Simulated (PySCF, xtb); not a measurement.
C₂H₆BFO₂, SMILES FB(CO)CO.

Geometry: B3LYP-D3(BJ)/def2-SVP. This is a generated structure with no PubChem entry under its InChIKey; it may be hypothetical. The values are those of a single conformer.

Level of theory: C-PCM-B3LYP/def2-SVP in PySCF.

The values are the electrostatic part of the solvation free energy, E(continuum) − E(gas) at the gas-phase geometry, in a cavity of scaled van der Waals radii (PySCF's table); cavitation and dispersion terms are not included. In vacuum the orbital gap is 6.56 eV. The dipole moment in vacuum is 0.02 D.

Computed values in water (ε = 78.36), benzene (ε = 2.27), 2-propanol (ε = 19.26):
```json
[
 {"solvent": "water", "ε": "78.36", "ΔG(elec) (kcal/mol)": "-7.8", "dipole (D)": "0.03", "gap (eV)": "6.77"},
 {"solvent": "benzene", "ε": "2.27", "ΔG(elec) (kcal/mol)": "-4.2", "dipole (D)": "0.00", "gap (eV)": "6.67"},
 {"solvent": "2-propanol", "ε": "19.26", "ΔG(elec) (kcal/mol)": "-7.4", "dipole (D)": "0.03", "gap (eV)": "6.76"}
]
```

For comparison, GFN2-xTB/ALPB(water) (xtb, at the GFN2-xTB geometry, all terms of that model) gives -8.1 kcal/mol.
